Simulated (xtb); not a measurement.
CH$_{9}$AlO$_{2}$Si$_{2}$, septet, at the geometry of the source list (GFN-xTB shapes and energies of metal compounds can be far from the true ones) (a higher spin typed on purpose: for a closed-shell molecule this is an excited state).

xtb was given this input:
```
$ xtb mol.xyz --gfn 0 --chrg 0 --uhf 6 --json

# file mol.xyz
15

Al     0.23320000     0.34140000     0.33050000
C      1.06240000     1.71050000     1.50460000
H      1.71880000     1.27540000     2.25640000
H      0.28880000     2.28290000     2.01720000
H      1.64360000     2.42470000     0.92000000
O     -0.89230000     0.82120000    -0.81940000
Si    -1.96860000     1.22190000    -1.97150000
H     -3.29470000     0.88970000    -1.44550000
H     -1.65000000     0.45990000    -3.18450000
H     -1.81570000     2.66310000    -2.18920000
O      0.60780000    -1.29360000     0.44710000
Si     0.94690000    -2.88110000     0.51610000
H     -0.28510000    -3.57150000     0.90400000
H      1.99350000    -3.05390000     1.52560000
H      1.41140000    -3.29080000    -0.81140000
```

Task: What does this run give for the total energy, partial charges in atom order?

Result: 
```
Quantity                                                                                                                                                                         Value
-----------------------------  -------------------------------------------------------------------------------------------------------------------------------------------------------
total energy                                                                                                                                                             -18.053504 Ha
partial charges in atom order  Al1 0.46, C2 -0.50, H3 0.16, H4 0.16, H5 0.16, O6 -0.57, Si7 0.61, H8 -0.09, H9 -0.09, H10 -0.09, O11 -0.57, Si12 0.61, H13 -0.09, H14 -0.09, H15 -0.09
```
